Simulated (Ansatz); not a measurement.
Molecule: SnF2, net charge 0, triplet state. This is an excited triplet: at this geometry the singlet lies 3.19 eV lower at RI-MP2/CBS(def2-TZVPPD,def2-QZVPPD)+[CCSD(T)-MP2]/def2-TZVPPD. 
Geometry from a B3LYP-D3(BJ)/def2-TZVP (Ansatz, a program for electronic structure) optimisation:
```
Sn
F 1 1.9491
F 1 1.9491 2 115.42
```
Charge 0, spin multiplicity 3.

Property: vertical singlet-triplet gap (E(singlet) - E(triplet); the singlet is one closed-shell determinant, which may describe it poorly; each state is the SCF solution reached for its spin), in kcal/mol. Valence correlation only, unless marked. Open shells are spin-unrestricted. No spin-orbit coupling. The frozen core is the preceding noble-gas configuration, with the filled d and f shells of earlier blocks. Past Kr the def2 sets carry scalar-relativistic core potentials. CBS marks a two-point X^-3 extrapolation of the correlation energy; Hartree-Fock from the larger set. The bracket is a focal-point correction in the basis named.

| level | program | vertical singlet-triplet gap (kcal/mol) |
|---|---|---|
| PBE0/def2-TZVPD | Ansatz | -74.6 |
| wB97X-V/def2-TZVPD | Ansatz | -78.6 |
| MP2/def2-SVPD | Ansatz | -69.6 |
| RI-MP2/CBS(def2-TZVPPD,def2-QZVPPD) | Ansatz | -72.0 |
| SCS-MP2/def2-TZVPPD | Ansatz | -73.1 |
| CCSD(T)/def2-TZVPPD | Ansatz | -72.2 |
| RI-MP2/CBS(def2-TZVPPD,def2-QZVPPD)+[CCSD(T)-MP2]/def2-TZVPPD | Ansatz | -73.6 |
